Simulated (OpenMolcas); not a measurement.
## Fe5+: effect of the basis set

* Program: OpenMolcas 26.06
* Method: MS-RASPT2, IPEA 0.25 Eh, imaginary shift 0.1 Eh (closed shells correlated: 3s)
* Active space: 9 electrons in 8 orbitals (RAS1 3p, at most 2 holes; RAS2 3d)
* State averaging: 2S+1 = 4 even, 10 roots; 2S+1 = 2 even, 40 roots
* Spin-orbit coupling: RASSI with atomic mean-field integrals over the reference wave functions, term energies averaged over their components

A. ANO-RCC-VTZP [6s5p3d2f1g], DKH2, point nucleus; CASPT2 step of the order of 40 core-seconds
B. ANO-R2 [6s5p4d2f1g], X2C, finite nucleus; CASPT2 step roughly 50 core-seconds
C. ANO-RCC-VQZP [7s6p4d3f2g1h], DKH2, point nucleus; CASPT2 step roughly 60 core-seconds

Energies in cm⁻¹ above 3d³ ⁴F_3/2, the measured ground level; measured values from Corliss and Sugar, J. Phys. Chem. Ref. Data 11, 135 (1982).

```
               Level      A      B      C  Measured
          3d³ ⁴F_3/2    0.0    0.0    0.0       0.0
          3d³ ⁴F_5/2    558    527    533       511
          3d³ ⁴F_7/2   1307   1237   1250      1188
          3d³ ⁴F_9/2   2220   2100   2130      2001
          3d³ ⁴P_1/2  19620  19420  19480     18738
          3d³ ⁴P_3/2  19810  19600  19660     18942
          3d³ ⁴P_5/2  20510  20260  20330     19611
          3d³ ²G_7/2  21350  21110  20980     20616
          3d³ ²G_9/2  22100  21830  21700     21315
   3d³ ²P_3/2 [66 %]  27290  26920  26890     26215
          3d³ ²P_1/2  27410  27020  27000     26496
          3d³ ²H_9/2  29480  29230  29000     28724
3d³ ²D_3/2(1) [68 %]  29940  29450  29430     28628
       3d³ ²D_5/2(1)  30020  29540  29510     28484
         3d³ ²H_11/2  30020  29750  29520     29203
          3d³ ²F_7/2  47910  47340  47280     46217
          3d³ ²F_5/2  48230  47650  47590     46604
       3d³ ²D_5/2(2)  74490  73450  73510     71708
       3d³ ²D_3/2(2)  74860  73810  73870     72049
```

Deviations, from unrounded energies. A percentage is the sum of absolute deviations over the sum of measured energies, with the sign that they share, or ± where signs differ.

```tsv
Against measurement	Levels	A	B	C
mean absolute deviation (cm-1)	18	1100	720	690
fine structure of the ground term (%)	3	+10.4	+4.5	+5.6
other terms of the ground configuration (%)	15	+3.9	+2.6	+2.4
```

B, C lie about equally close to measurement and A furthest from it. The largest miss of C in the table is 3d³ ²D_3/2(2), by +1800 cm-1. The ranking rests on the paired levels alone, and a cruder setting can come out closer through cancelling errors.

The two smallest mean deviations differ by little beside CASPT2's spread within terms, so their order carries little weight.

Among A to C the level of the table that moves most is 3d³ ²D_3/2(2), by 1000 cm-1 (lowest in B, highest in A). Moves below CASPT2's spread within the term are not significant.

Term energies are means over components that CASPT2 splits; among the terms shown or strongly mixed into the levels shown the widest spread is 1400 cm-1 (3d³ ⁴F, C). Active for correlation alone: 3p; no level in the range computed is led by a configuration that opens it, so any true level of that kind is missing. The CASPT2 spread within a term exceeds the gap to the next term for 3d³ ²D(1) and 3d³ ²H, so the order of their levels is uncertain. Measured partners are found by configuration, term and J. A level has none where our copy of the source lacks it or the pairing is in doubt (some pairs that miss far off the trend of their configuration count as doubtful), and it then counts in no deviation. Levels of configurations outside the active space are missing.

A share in square brackets marks a mixed level and gives the weight of the term that names it, the lowest over the columns. A number in round brackets counts repeated terms of one configuration in the order of the reference energies.
